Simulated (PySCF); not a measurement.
Gas-phase reaction: 3 H3SiOH → Si3O3 + 6 H2

Energies from PySCF, thermal terms from the rigid-rotor harmonic-oscillator model, ideal gas at 1 bar. † marks an energy on the PBE0/def2-TZVP geometry and frequencies; other levels use their own. MP2 freezes the core. All species are closed-shell singlets. H3SiOH, Si3O3: computed as isolated molecules; such fragments, hydroxides, amides, oligomers or adducts are transient or little studied in the gas. MP2 isn't extrapolated to the basis-set limit.

MP2/def2-TZVPP† gives ΔH°(298 K) = 110 kJ.

Question: What do ωB97X-V/def2-TZVP†, ωB97M-V/def2-TZVP†, PBE0/def2-TZVP give?

Answer: ωB97X-V/def2-TZVP†: 135 kJ; ωB97M-V/def2-TZVP†: 69 kJ; PBE0/def2-TZVP: 148 kJ. For scale, ΔH°(298 K) is 110 kJ at this level, 69 kJ at ωB97M-V/def2-TZVP†, and runs from 28 to 380 kJ over the 20 levels computed.
